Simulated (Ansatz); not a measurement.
PBE exchange is replaced step by step with exact exchange (0 % is PBE, 25 % PBE0; no dispersion term), basis def2-TZVPD, Ansatz. System: Ag₂H₃⁻ (the lowest singlet isomer of a short search). The state is a singlet with charge -1. Geometry: r2SCAN-D4/def2-TZVPD, each spin state at its own.

Geometry of the singlet:

```xyz
5

Ag    0.975    0.782    0.672
Ag   -1.068   -0.809   -0.468
H    -1.783   -1.524   -1.776
H    -0.474   -0.139    1.043
H     2.349    1.690    0.528
```

In the def2 sets Ag takes a core potential; there is no spin–orbit coupling. At PBE-D4/def2-TZVPD, PBE with 5 % exact exchange/def2-TZVPD, PBE with 10 % exact exchange/def2-TZVPD, PBE with 15 % exact exchange/def2-TZVPD and others the highest occupied level of the charge -1 triplet lies above zero (up to 1.74 eV). The electron is either unbound and held by the finite basis, or the level is raised by self-interaction error. At PBE-D4/def2-TZVPD, PBE with 5 % exact exchange/def2-TZVPD, PBE with 10 % exact exchange/def2-TZVPD, PBE with 15 % exact exchange/def2-TZVPD and others the highest occupied level of the charge -1 quintet lies above zero (up to 0.82 eV). The structure comes from a short search, and lower isomers may exist.

| exact exchange (%) | HOMO (eV) | LUMO (eV) | gap (eV) | triplet − singlet (kJ/mol) | quintet − singlet (kJ/mol) |
| --- | --- | --- | --- | --- | --- |
| 0 | -1.03 | 2.80 | 3.83 | 329.6 | 549.8 |
| 5 | -1.23 | 2.91 | 4.14 | 335.8 | 553.1 |
| 10 | -1.43 | 3.03 | 4.46 | 341.9 | 556.2 |
| 15 | -1.63 | 3.14 | 4.77 | 348.1 | 559.3 |
| 25 | -2.04 | 3.36 | 5.41 | 360.6 | 565.2 |
| 50 | -3.08 | 3.91 | 7.00 | 385.6 | 578.7 |

Question: Fit a straight line to the column «quintet − singlet (kJ/mol)» against the share of exact exchange and predict its value at 35 %.

Answer: With x = exact exchange (%) and y = quintet − singlet (kJ/mol): mean x = 17.5, mean y = 560.4; Σ(x − x̄)(y − ȳ) = 941.8, Σ(x − x̄)² = 1638; slope b = 0.575, intercept a = ȳ − b·x̄ = 550.3. The residuals of the fitted rows reach 0.5. At x = 35 the line gives 550.3 + (0.575 × 35) = 570.4; the run gave 570.8, 0.4 more than the line.
